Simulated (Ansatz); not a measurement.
C3H8ClFSi, SMILES CCC[Si@H](F)Cl.

The structure is a stationary point at PBE0-D3(BJ)/def2-SVP. The structure was generated by enumeration; whether it is a known compound was not checked. The values are those of a single conformer.

Two levels are set side by side: PBE/def2-SVPD (Ansatz, a program for electronic structure) and ωB97X-V/def2-SVPD (Ansatz). Energy differences of separate SCF runs at the same geometry; the states with an electron removed or added have multiplicity 2 and 2. Differences are taken from unrounded values.

```json
[
 {"quantity": "vertical ionisation energy (eV)", "PBE": "10.13"},
 {"quantity": "vertical singlet–triplet gap (eV)", "PBE": "6.83"}
]
```

### Question
These are the PBE values. What does ωB97X-V give? (Estimate from the structure and the level; the computed values follow.)

### Answer

```csv
quantity,ωB97X-V,PBE minus ωB97X-V
vertical ionisation energy (eV),11.03,-0.89
vertical singlet–triplet gap (eV),8.06,-1.23
```
